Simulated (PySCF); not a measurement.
Isomers of C7H13NSi. Computed with PBE0-D3(BJ)/def2-SVP geometry optimisation, gas phase (PySCF). One conformer each; no zero-point energy, no entropy. No frequencies were run at this level. Point groups hold within 0.08 Å.

Question: Order them by energy at this level, lowest first, and give relative energies in kJ/mol.
A. `[CH2:1]=[C:2]1[CH2:3][CH2:4]/[C:5]1=[CH:6]\[CH2:7][SiH2:8][NH2:9]` with C5–C6–C7–Si8 94°, C6–C7–Si8–N9 -53°, C7–Si8–N9–H -167° and 57°
B. `[CH3:1][C:2]#[C:3][Si:4]1([N:5]([CH3:6])[CH3:7])[CH2:8][CH2:9]1` with C3–Si4–N5–C6 -81°
C. `[CH:1]#[C:2][C@@H:3]1[CH2:4][CH2:5][CH2:6][N:7]1[SiH2:8][CH3:9]` with C6–N7–Si8–C9 170°, C2–C3–C4–C5 -85°, C3–C4–C5–C6 -39°, C4–C5–C6–N7 27°, C5–C6–N7–Si8 160°

Answer: A (0.0), C (44.7), B (105.8).

As drawn, the lowest has a four-membered ring, an N–H bond and a C=C bond outside aromatic rings, which the highest lacks; the highest has a three-membered ring and a C≡C bond, which the lowest lacks.

| SMILES | E (Eh) | E rel (kJ/mol) | dipole (D) | point group | A, B, C (MHz) |
| --- | --- | --- | --- | --- | --- |
| C=C1CC/C1=C\C[SiH2]N | -617.95216 | 0.0 | 0.83 | C1 | 2550, 728.1, 687.5 |
| C#C[C@@H]1CCCN1[SiH2]C | -617.93515 | 44.7 | 1.01 | C1 | 1808, 1169, 859.2 |
| CC#C[Si]1(N(C)C)CC1 | -617.91186 | 105.8 | 1.66 | near Cs | 1659, 864.0, 679.8 |
